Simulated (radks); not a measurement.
Valence configurations of Cl I (all share [Ne]). Method: Dirac Kohn-Sham, PBEsol, spin-unpolarised, spherical densities, finite nucleus; open shells fill j = l - 1/2 first; Fermi nuclear charge, rms radius 3.3654 fm; computed with a radial shooting solver on a logarithmic mesh with Libxc functionals. Energies are relative to 3s2 3p5; eigenvalues in eV.

| valence | E (eV) | e(3p1/2) | e(3p3/2) | e(3s1/2) |
|---|---|---|---|---|
| 3s2 3p5 | 0.000 | -8.638 | -8.514 | -20.610 |
| 3s1 3p6 | 12.155 | -9.190 | -9.062 | -21.273 |
| 3s1.5 3p5.5 | 6.063 | -8.918 | -8.792 | -20.947 |

NIST lists [Ne] 3s2 3p5 as the ground configuration; this level of theory agrees among the configurations tried. The energies are those of spherical spin-averaged densities, not of single terms.
